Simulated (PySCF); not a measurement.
Molfile (atoms numbered from 1):
```
AlH8NOSi
     RDKit          3D

 12 11  0  0  0  0  0  0  0  0999 V2000
    2.1507   -0.4577    0.2261 N   0  0  0  0  0  0  0  0  0  0  0  0
    0.8550    1.1392    0.2300 Al  0  0  0  0  0  4  0  0  0  0  0  0
   -0.5953    0.1894    0.1082 O   0  0  0  0  0  0  0  0  0  0  0  0
   -2.1478   -0.2854   -0.0604 Si  0  0  0  0  0  4  0  0  0  0  0  0
    3.1349   -0.1925    0.2848 H   0  0  0  0  0  0  0  0  0  0  0  0
    2.0268   -1.0039   -0.6282 H   0  0  0  0  0  0  0  0  0  0  0  0
    1.9483   -1.0783    1.0117 H   0  0  0  0  0  0  0  0  0  0  0  0
    1.3164    1.9008   -1.1001 H   0  0  0  0  0  0  0  0  0  0  0  0
    1.1668    1.7784    1.6632 H   0  0  0  0  0  0  0  0  0  0  0  0
   -2.2139   -1.7677   -0.2840 H   0  0  0  0  0  0  0  0  0  0  0  0
   -2.8137    0.3761   -1.2288 H   0  0  0  0  0  0  0  0  0  0  0  0
   -2.9597    0.0199    1.1616 H   0  0  0  0  0  0  0  0  0  0  0  0
  1  2  1  0
  2  3  1  0
  3  4  1  0
  1  5  1  0
  1  6  1  0
  1  7  1  0
  2  8  1  0
  2  9  1  0
  4 10  1  0
  4 11  1  0
  4 12  1  0
M  CHG  2   1   1   2  -1
M  END
```

Geometry: PBE0-D3(BJ)/def2-SVP; GIAO shifts from PySCF 2.14.0 with density-fitted response routines, gas phase, non-relativistic, averaged over equivalent atoms.

At PBE0/pcSseg-0 (60 basis functions, 4.3 s wall time on 1 thread of an Arm Neoverse V1, shared host):
```csv
atoms,δ (ppm)
N1,28.2
Al2,28.0
O3,-16.4
Si4,-77.9
H10/H11/H12,5.70
H8/H9,5.08
H5/H6/H7,1.46
```

Referencing at the same level of theory: NH3 for ¹⁵N (σ = 266.02 ppm); ²⁷Al (σ = 475.92 ppm) vs AlH4-; H2O for ¹⁷O (σ = 337.86 ppm); TMS for ²⁹Si (σ = 348.52 ppm), ¹H (σ = 32.83 ppm).

Q: Estimate the result of repeating the calculation with PBE/pcSseg-2.

A: 
```tsv
atoms	δ at PBE/pcSseg-2	change
N1	36.4	+8.2
Al2	46.6	+18.6
O3	42.6	+59.0
Si4	-54.4	+23.5
H10/H11/H12	5.46	-0.24
H8/H9	4.30	-0.78
H5/H6/H7	1.71	+0.25
```

Scale: ¹⁵N (σref 261.04) against NH3; ²⁷Al (σref 478.43) against AlH4-; ¹⁷O (σref 327.88) against H2O; TMS for ²⁹Si (σref 323.43), ¹H (σref 31.18) (reference shieldings calculated alike).

The largest change is at O3 (oxygen bonded to Al, Si). Cost: 270 basis functions.

Experimental scales use liquid or dissolved standards, which lie at an offset from isolated NH3 (liquid NH3: subtract about 20 ppm) and H2O (liquid H2O: subtract about 36 ppm).
